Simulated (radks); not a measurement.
Species: Os. Configuration: [Xe] 4f14 5d6 6s2.

Calculated with a radial shooting solver on a logarithmic mesh with Libxc functionals: Dirac Kohn-Sham, PBE, spin-unpolarised, spherical densities, point nucleus; open shells fill j = l - 1/2 first.

Energy parts (eV):
| part | energy |
|---|---|
| total | -470262.65 |
| kinetic | 533995.13 |
| electron-nucleus | -1178554.39 |
| Hartree | 183572.18 |
| exchange-correlation | -9275.56 |

Orbitals (lengths in bohr, moments of r in powers of bohr; r(90%) holds 90 % of the orbital's charge):
1s1/2: occ. 2; eigenvalue (eV) -73769.61; r(90%) 0.0323; small-component weight 8.27e-02
2s1/2: occ. 2; eigenvalue (eV) -12837.64; r(90%) 0.116; small-component weight 1.88e-02
2p1/2: occ. 2; eigenvalue (eV) -12289.05; r(90%) 0.102; small-component weight 1.89e-02
2p3/2: occ. 4; eigenvalue (eV) -10757.63; r(90%) 0.113; small-component weight 1.69e-02
3s1/2: occ. 2; eigenvalue (eV) -2986.935; r(90%) 0.284; small-component weight 6.23e-03
3p1/2: occ. 2; eigenvalue (eV) -2741.981; r(90%) 0.276; small-component weight 6.17e-03
3p3/2: occ. 4; eigenvalue (eV) -2408.012; r(90%) 0.297; small-component weight 5.61e-03
3d3/2: occ. 4; eigenvalue (eV) -1998.552; r(90%) 0.270; small-component weight 5.50e-03
3d5/2: occ. 6; eigenvalue (eV) -1926.226; r(90%) 0.276; small-component weight 5.34e-03
4s1/2: occ. 2; eigenvalue (eV) -630.0058; r(90%) 0.620; small-component weight 2.07e-03
4p1/2: occ. 2; eigenvalue (eV) -527.2773; r(90%) 0.634; small-component weight 1.98e-03
4p3/2: occ. 4; eigenvalue (eV) -448.8369; r(90%) 0.682; small-component weight 1.77e-03
4d3/2: occ. 4; eigenvalue (eV) -280.5073; r(90%) 0.722; small-component weight 1.57e-03
4d5/2: occ. 6; eigenvalue (eV) -265.9813; r(90%) 0.739; small-component weight 1.51e-03
5s1/2: occ. 2; eigenvalue (eV) -90.9883; r(90%) 1.44; small-component weight 4.87e-04
5p1/2: occ. 2; eigenvalue (eV) -59.3718; r(90%) 1.60; small-component weight 4.07e-04
4f5/2: occ. 6; eigenvalue (eV) -52.9961; r(90%) 0.902; small-component weight 1.12e-03
4f7/2: occ. 8; eigenvalue (eV) -50.1916; r(90%) 0.916; small-component weight 1.10e-03
5p3/2: occ. 4; eigenvalue (eV) -47.1635; r(90%) 1.75; small-component weight 3.46e-04
5d3/2: occ. 4; eigenvalue (eV) -6.7077; r(90%) 2.83; small-component weight 1.65e-04
6s1/2: occ. 2; eigenvalue (eV) -6.0911; r(90%) 4.47; small-component weight 5.47e-05
5d5/2: occ. 2; eigenvalue (eV) -5.6724; r(90%) 2.98; small-component weight 1.52e-04

The highest occupied level is 5d5/2 at -5.672 eV. The density falls to 0.001 e/bohr^3 at r = 4.61 bohr. For comparison, the ionisation energy in NIST's Atomic Spectra Database is 8.438 eV (measured). In exact Kohn-Sham theory the highest level is minus the ionisation energy, but local and semilocal functionals leave it too shallow, through self-interaction and a potential that decays too fast; potentials with the right tail come closer.

Beside tabulated values, note that spin-unpolarised runs miss the spin-polarisation part of the exchange energy of open shells.
